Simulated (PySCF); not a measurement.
Exercise with solution: dipole moment from atomic charges

Bi(F)2(OMe) (CH3BiF2O), SMILES C[O][Bi]([F])[F]. Atoms are numbered in the order given.

```xyz
8

Bi    -0.3956     0.2181     0.0000
F     -0.2408    -1.1711     1.4863
F     -0.2408    -1.1711    -1.4863
O      1.6049     0.7521     0.0000
C      2.6086    -0.2503     0.0000
H      3.5897     0.2526     0.0000
H      2.5443    -0.8961     0.8940
H      2.5443    -0.8961    -0.8940
```
Charge 0, spin multiplicity 1.

Geometry: B3LYP-D3(BJ)/def2-SVP. The def2 effective core potentials stand for the cores of Bi; spin–orbit coupling is left out. The values are those of a single conformer.

Charges (e) from PBE/def2-TZVP in PySCF:

```json
[
 {"atom": "Bi1", "ESP fit": "0.895", "Mulliken": "1.229"},
 {"atom": "F2", "ESP fit": "-0.342", "Mulliken": "-0.458"},
 {"atom": "F3", "ESP fit": "-0.342", "Mulliken": "-0.458"},
 {"atom": "O4", "ESP fit": "-0.355", "Mulliken": "-0.485"},
 {"atom": "C5", "ESP fit": "-0.184", "Mulliken": "-0.213"},
 {"atom": "H6", "ESP fit": "0.113", "Mulliken": "0.125"},
 {"atom": "H7", "ESP fit": "0.108", "Mulliken": "0.130"},
 {"atom": "H8", "ESP fit": "0.108", "Mulliken": "0.130"}
]
```

The dipole moment of the full density is 3.29 D.

Question: What dipole moment does each set of point charges give, and which comes closer to that of the density?

Answer: 
μ = Σ q r, and 1 e Å = 4.8032 D.
ESP fit: Σ q r = (-0.284, 0.610, 0.000) e Å, |μ| = 3.23 D.
Mulliken: Σ q r = (-0.489, 0.828, 0.000) e Å, |μ| = 4.62 D.
ESP fit comes closer in size. Point charges leave out the atoms' own dipoles (lone pairs, polarised bonds); fits to the potential absorb them, partitions of the density don't.
